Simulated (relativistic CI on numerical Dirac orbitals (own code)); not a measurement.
# Crystal-field levels of Cd4+, 4d8

Calculated by Dirac-Coulomb-Breit CI, separate exchange-only KLI orbitals for each configuration, QED by a radiative potential, valence Slater integrals scaled by 0.75, one configuration in a parametric crystal field (own radial code).

Field parameters in Wybourne normalisation: Td as Oh with Dq negative (B⁴₀ = 21Dq, B⁴₄ = √(5/14) B⁴₀). The field is a parameter set, without covalency.

S is read from ⟨S²⟩ = S(S + 1).

Levels (cm⁻¹, degeneracy): 0 (1), 1210 (3), 2846 (2), 4273 (3), 9428 (3), 10943 (3), 11661 (2), 12223 (1), 15624 (2), 15968 (3), 20711 (3), 22270 (3).

Question: Which field gives this pattern?
A. Td, 10Dq = -14150 cm⁻¹
B. Td, 10Dq = -8400 cm⁻¹
C. Td, 10Dq = -14700 cm⁻¹

Answer: B. Td, 10Dq = -8400 cm⁻¹, ground level with S = 0.99.
